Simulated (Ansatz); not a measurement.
Consider the formal exchange of groups at a Ge–As bond: `O[AsH][GeH3]` + `[SiH3][SiH2]S` → `S[SiH2][SiH2][GeH3]` + `O[AsH2]`.

Gas-phase electronic energies from Ansatz, PBE0-D4/def2-TZVP geometries. CCSD(T)/CBS is the MP2 limit (def2-TZVPP, def2-QZVPP) plus CCSD(T) − MP2 in def2-TZVPP, frozen cores. Functionals use def2-TZVPP. For As, Ge outer-core shells are correlated without core-valence functions, which leaves a few kJ/mol of doubt a bond. Scalar relativity is left out up to krypton. Each species was taken in one conformer, which may not be the lowest.

`O[AsH][GeH3]`:

Cartesian coordinates in Å:
```
O -0.717 0.299 -1.814
As 0.192 1.223 -0.548
Ge 0.080 -0.535 1.128
H -1.305 0.914 -2.258
H 1.587 0.775 -0.988
H 1.119 -0.234 2.224
H 0.367 -1.907 0.501
H -1.323 -0.534 1.754
```

`[SiH3][SiH2]S`:

```xyz
9

Si    1.262    0.861   -0.265
Si   -0.849   -0.098    0.031
S    -0.505   -2.118    0.659
H     2.023    0.823    1.011
H     1.107    2.277   -0.696
H     2.018    0.117   -1.306
H    -1.627    0.650    1.056
H    -1.623   -0.065   -1.240
H    -1.805   -2.445    0.751
```

`S[SiH2][SiH2][GeH3]`:

Z-matrix (Å, degrees):
```
Si
Si 1 2.336
S 1 2.145 2 109.7
H 1 1.486 2 112.5 3 115.5
H 1 1.489 2 110.1 3 -123.2
Ge 2 2.381 1 108.8 3 58.2
H 2 1.488 1 109.4 3 -61.5
H 2 1.490 1 111.0 3 178.3
H 3 1.344 1 95.0 2 -52.3
H 6 1.538 2 110.1 1 63.8
H 6 1.537 2 111.7 1 -175.3
H 6 1.540 2 110.1 1 -55.1
```

`O[AsH2]`:

Cartesian coordinates in Å:
```
O -0.431 1.008 -0.178
As 0.147 -0.696 -0.254
H -0.846 1.214 -1.019
H 1.527 -0.419 0.339
H -0.397 -1.107 1.113
```

Problem. Is it downhill or uphill in electronic energy at CCSD(T)/CBS, and by how much? (An estimate is asked.)

Solution. Computed: Uphill: ΔE = +5.4 kJ/mol.

Problem. What do these levels give: PBE-D4, r2SCAN-D4, PBE0-D4, ωB97M-V, PBE0, CCSD/CBS(def2)? (Estimate.)

Solution. Ansatz gave: PBE-D4 5.1, r2SCAN-D4 7.0, PBE0-D4 4.6, ωB97M-V 8.9, PBE0 7.4, CCSD/CBS(def2) 6.6 kJ/mol.

Largest T1 diagnostic among the species: 0.012.

In def2-TZVPP, CCSD(T) changes the Hartree–Fock value by −10.5 kJ/mol (the triples alone add −1.2 kJ/mol) and MP2 by −8.4 kJ/mol. The D4 term adds −4.5 kJ/mol with B3LYP and −2.9 kJ/mol with PBE0; it sums over pairs of atoms, weighted by their polarisabilities, and B3LYP, whose exchange is more repulsive, gets the larger term.

B3LYP here is the variant with VWN-RPA as its local correlation; programs differ in this.
